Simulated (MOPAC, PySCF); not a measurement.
Constitutional and geometric isomers with formula CH3BSi. Gas-phase values, no solvent. Strings in code marks are SMILES.

Quantity: electronic energy of isomers of CH3BSi relative to `B1C=[SiH]1`, in kJ/mol. Semi-empirical values (MOPAC) are differences of heats of formation.

Level 1: PBE-D3(BJ)/def2-TZVP // B3LYP-D3(BJ)/def2-TZVP (PySCF)
Level 2: B3LYP/6-31G* // B3LYP-D3(BJ)/def2-TZVP (PySCF)
Level 3: HF/6-31G* // B3LYP-D3(BJ)/def2-TZVP (PySCF)
Level 4: PM3 // B3LYP-D3(BJ)/def2-TZVP (MOPAC)

```tsv
species	level 1	level 2	level 3	level 4
`B1=C[SiH2]1`	101.2	108.3	114.8	213.9
`B=C=[SiH2]`	50.6	33.76	27.67	52.8
```
